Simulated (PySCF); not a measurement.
Species: CH12O3Si4.
Cartesian coordinates in Å at the PBE0-D3(BJ)/def2-SVP level; atoms count from 1:
```xyz
20
CH12O3Si4 angstrom
C      2.129    0.847   -0.032
Si     1.923   -0.192   -1.572
O      0.308   -0.489   -1.864
Si    -1.201   -0.412   -1.235
O     -1.382   -1.539   -0.044
Si    -0.631   -2.137    1.311
O     -1.438    1.084   -0.584
Si    -1.886    1.880    0.803
H      1.743    0.327    0.859
H      3.193    1.071    0.143
H      1.589    1.800   -0.133
H      2.482    0.514   -2.761
H      2.619   -1.504   -1.416
H     -2.188   -0.675   -2.295
H     -0.602   -1.089    2.378
H     -1.390   -3.322    1.794
H      0.775   -2.529    0.992
H     -0.686    2.105    1.662
H     -2.477    3.194    0.424
H     -2.888    1.078    1.567
```

Theory: PySCF 2.14.0, PBE0-D3(BJ)/def2-SVP geometry optimisation, gas phase.

Take the most abundant isotopes and a rigid rotor. The values belong to one conformer with, in the numbering `[CH3:1][SiH2:2][O:3][SiH:4]([O:5][SiH3:6])[O:7][SiH3:8]`, C1–Si2–O3–Si4 -13°, Si2–O3–Si4–O5 -70°, O3–Si4–O5–Si6 47°, O3–Si4–O7–Si8 -126°.

Task: Give the principal moments of inertia and the rotational constants in MHz.

Result: Ia = 506.35, Ib = 654.04, Ic = 833.17 u·Å²; 505379 MHz·u·Å²/I gives A = 998.1, B = 772.7, C = 606.6 MHz.

Task: Classify the top.

Result: An asymmetric top: κ = (2 × 772.7 − 998.1 − 606.6)/(998.1 − 606.6) = -0.15.

Task: What does the inertial defect say?

Result: Not planar: Δ = Ic − Ia − Ib = -327.22 u·Å². For a rigid frame Δ = −2 Σ m c², so Σ m c² = 163.61 u·Å² lies off the ab plane: 30.14 from hydrogen and 133.47 from heavier atoms. The atom farthest from that plane is 2.71 Å away.

Task: Predict some low-J microwave lines.

Result: The dipole components are |μa| = 0.21 D, |μb| = 0.08 D, |μc| = 1.58 D. The squared components, which scale the intensities, stand as 0.02 : 0.00 : 1.00 (a : b : c). Some lines, for components of 0.1 D or more:

```
type  branch         J(Ka,Kc)   MHz  lower level (cm⁻¹)
   c       Q  3(2,2) ← 3(1,2)   478               0.301
   c       Q  2(2,1) ← 2(1,1)   676               0.157
   a       Q  3(1,2) ← 3(1,3)   980               0.269
   a       R  1(0,1) ← 0(0,0)  1379               0.000
   a       Q  4(1,3) ← 4(1,4)  1556               0.438
   a       R  2(1,1) ← 1(1,0)  2925               0.059
   c       R  2(2,1) ← 1(1,1)  3767               0.054
   a       R  3(2,2) ← 2(2,1)  4138               0.179
   a       R  3(2,1) ← 2(2,0)  4349               0.181
   c       R  3(1,2) ← 2(0,2)  4957               0.136
   c       R  3(2,1) ← 2(1,1)  5088               0.157
   a       R  4(1,4) ← 3(1,3)  5092               0.269
   a       R  4(3,2) ← 3(3,1)  5610               0.370
   a       R  4(1,3) ← 3(1,2)  5668               0.301
   c       R  3(3,1) ← 2(2,1)  5715               0.179
   a       R  4(2,2) ← 3(2,1)  5853               0.326
   c       R  4(2,3) ← 3(1,3)  6924               0.269
   c       R  4(4,0) ← 3(3,0)  7680               0.370
```

Task: Estimate the classical rotational partition function at 10 K, 25 K and 500 K.

Result: Point group C1, symmetry number σ = 1; q = (√π/σ)·√((kT/h)³/(ABC)), k/h = 20836.6 MHz/K: 7790 at 10 K, 30800 at 25 K, 2760000 at 500 K.

PBE0-D3(BJ)/def2-SVP frequencies: not computed here. No vibrational averaging or centrifugal distortion is included, and the geometry carries the error of its method. A rigid rotor knows nothing of internal rotation, which can split or shift real lines.
